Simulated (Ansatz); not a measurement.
Geometry optimisation, RKS BHLYP-D4/def2-SVP (Ansatz 0.2.0).

Input file:

```yaml
crystal:
  periodic: [false, false, false]
  atoms:
    - { symbol: Zr, position_ang: [-0.8352, -0.1553, -0.2121] }
    - { symbol: Cl, position_ang: [1.7609, -0.9743, 1.1729] }
    - { symbol: F, position_ang: [-0.7725, -1.6807, -1.2321] }
    - { symbol: F, position_ang: [-1.7, -0.2544, 1.4044] }
    - { symbol: F, position_ang: [-1.6363, 1.1717, -1.2041] }
    - { symbol: H, position_ang: [1.9233, 0.5695, 0.3658] }
    - { symbol: F, position_ang: [1.2598, 1.3236, -0.2948] }
basis:
  gaussian: { orbitals: def2-SVP }
hamiltonian:
  xc: { name: BHLYP }
  dispersion: d4
relax:
  f_tol: 0.15
  max_steps: 25
  restrain:
    - { distance: [0, 6], at: 3.62, k: 30.0 }
    - { distance: [5, 1], at: 2.63, k: 30.0 }
    - { distance: [0, 1], at: 2.77, k: 30.0 }
    - { distance: [5, 6], at: 0.88, k: 30.0 }
```

Launched with:

```bash
$ ansatz run input.yaml --threads 2 --pin off --max-ram 3072MiB --backend cpu --events-out ev --progress --plain --runs-dir out
```

Task: Where does it end, and by what steps?

Result: It converged. The restraints hold the end off the free minimum. After 7 steps the energy has fallen by 0.855 eV (the restraints' own energy left out); H6 moved furthest, 0.82 Å. Parted: Zr1–F7 (2.57 → 3.61 Å). Joined: H6–F7 (1.20 → 0.91 Å).

```json
{"step": "0", "energy less start (eV)": "0.0000", "largest force component (eV/Å)": "4.896", "accepted": "yes"}
{"step": "1", "energy less start (eV)": "0.2527", "largest force component (eV/Å)": "4.558", "accepted": "yes"}
{"step": "2", "energy less start (eV)": "0.4036", "largest force component (eV/Å)": "4.114", "accepted": "yes"}
{"step": "3", "energy less start (eV)": "0.1393", "largest force component (eV/Å)": "3.400", "accepted": "yes"}
{"step": "4", "energy less start (eV)": "-0.5305", "largest force component (eV/Å)": "2.417", "accepted": "yes"}
{"step": "5", "energy less start (eV)": "-0.7606", "largest force component (eV/Å)": "2.540", "accepted": "yes"}
{"step": "6", "energy less start (eV)": "-0.8224", "largest force component (eV/Å)": "2.261", "accepted": "yes"}
{"step": "7", "energy less start (eV)": "-0.8554", "largest force component (eV/Å)": "2.425", "accepted": "yes"}
```

```xyz
7
Properties=species:S:1:pos:R:3
Zr -0.920 -0.524 -0.031
Cl 1.466 -1.058 1.078
F -1.321 -1.939 -1.188
F -2.213 -0.552 1.321
F -1.203 1.044 -1.009
H 2.358 1.229 0.147
F 1.832 1.801 -0.318
```

The run took 24 s on 2 threads of Intel(R) Xeon(R) 6975P-C (Granite Rapids) (shared host), peak memory 0.28 GiB.
